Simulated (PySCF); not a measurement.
Structure with atom numbers: `[CH3:1][O:2][CH2:3][C:4]([F:5])([F:6])[F:7]`; H(Xn) means a hydrogen on atom n.

GIAO PBE0/pcSseg-1 shifts (PySCF, gas phase, non-relativistic, equivalent atoms averaged), each against references optimised in the same way as the molecule (TMS, H2O, CFCl3).

On the GFN2-xTB geometry: C4 133.8, C3 75.1, C1 61.7, O2 10.7, F5/F6/F7 -85.5, H(C3) 3.93, H(C1) 3.64 ppm.

What changes on the PBE0-D3(BJ)/def2-SVP geometry?

Results:


| atoms | δ (ppm) | change |
| --- | --- | --- |
| C4 | 129.8 | -4.0 |
| C3 | 71.9 | -3.2 |
| C1 | 60.0 | -1.7 |
| O2 | 5.0 | -5.7 |
| F5/F6/F7 | -85.3 | +0.2 |
| H(C3) | 3.49 | -0.44 |
| H(C1) | 3.43 | -0.21 |

Unscaled 19F shifts against computed CFCl3 carry errors that often reach 10 to 50 ppm.

Bonds between heavy atoms that differ most (equivalent bonds averaged): C3–C4 1.537 → 1.520 Å, C1–O2 1.415 → 1.403 Å, O2–C3 1.390 → 1.382 Å, C4–F5 1.340 → 1.336 Å. Mean change of bonds to hydrogen: C–H +0.009 Å.
